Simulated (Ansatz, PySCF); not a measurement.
Process, species as SMILES: Cl[Si]Br -> Cl[Si]Br as doublet, charge +1 + e-
Geometries: B3LYP-D3(BJ)/def2-TZVP minima from Ansatz (an electronic-structure program). Unstable Hartree-Fock reference: Cl[Si]Br.

Quantity: adiabatic ionisation energy (0 K, with B3LYP-D3(BJ) harmonic zero-point energies from PySCF), in eV. Correlated levels leave the core frozen unless marked. Open shells are spin-unrestricted. Spin-orbit coupling is left out. Frozen are the shells of the preceding noble gas and the d and f shells that filled before the atom's block. Non-relativistic. Basis-set limits of correlation are two-point, X^-3; Hartree-Fock from the larger set. The bracket is a focal-point correction in the basis named.

```tsv
level	program	adiabatic ionisation energy (eV)	minus last row
TPSS/def2-TZVPD	PySCF	9.20	-0.28
B3LYP/def2-TZVPD	Ansatz	9.39	-0.09
HSE06-D3(BJ)/def2-TZVPD	Ansatz + dftd3	9.27	-0.21
HSE06/def2-TZVPD	Ansatz	9.27	-0.21
CCSD(T)/6-31G*	Ansatz	9.20	-0.28
CCSD(T)/def2-SVPD	Ansatz	9.40	-0.08
RI-MP2/CBS(def2-TZVPPD,def2-QZVPPD)+[CCSD(T)-MP2]/def2-TZVPPD	Ansatz	9.48	0.00
```
